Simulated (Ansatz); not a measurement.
One change: `C[O][In]([F])[F]` becomes `C=[CH][In]([F])[F]`.

Ansatz, PBE0-D4/def2-TZVP geometries, multiplicity 1. Each molecule was computed in one conformer, which needn't be the lowest.

Elements past krypton have def2 core potentials.

```
                                                                                  property  `C[O][In]([F])[F]`
                                                     HOMO energy (ωB97M-V/def2-TZVPP) / eV              -10.92
                                                   HOMO–LUMO gap (ωB97M-V/def2-TZVPP) / eV               10.11
                                                       HOMO–LUMO gap (PBE/def2-TZVPP) / eV                3.25
                                                     HOMO–LUMO gap (B3LYP/def2-TZVPP) / eV                5.15
ideal-gas entropy at 298 K and 1 bar (rigid rotor, harmonic PBE0-D4/def2-TZVP) / J/(mol·K)                 382
                                                       LUMO energy (B3LYP/def2-TZVPP) / eV               -3.16
```

Q: Give the same properties after the change, and the shifts. (An estimate is asked.)

A: The calculation gave: 
```tsv
property	`C=[CH][In]([F])[F]`	shift
HOMO energy (ωB97M-V/def2-TZVPP) / eV	-11.28	-0.36
HOMO–LUMO gap (ωB97M-V/def2-TZVPP) / eV	11.19	1.08
HOMO–LUMO gap (PBE/def2-TZVPP) / eV	4.97	1.72
HOMO–LUMO gap (B3LYP/def2-TZVPP) / eV	6.67	1.52
ideal-gas entropy at 298 K and 1 bar (rigid rotor, harmonic PBE0-D4/def2-TZVP) / J/(mol·K)	365	-17
LUMO energy (B3LYP/def2-TZVPP) / eV	-2.12	1.04
```

With PBE0 the HOMO falls by 0.51 eV and the LUMO rises by 0.93 eV, so the gap widens by about 1.44 eV. PBE moves the HOMO by -0.71 eV and ωB97M-V by -0.36 eV. Modes under 60 cm⁻¹, often nearly free rotors, make the harmonic entropy too high.

B3LYP here is the variant with VWN-RPA as its local correlation; programs differ in this.
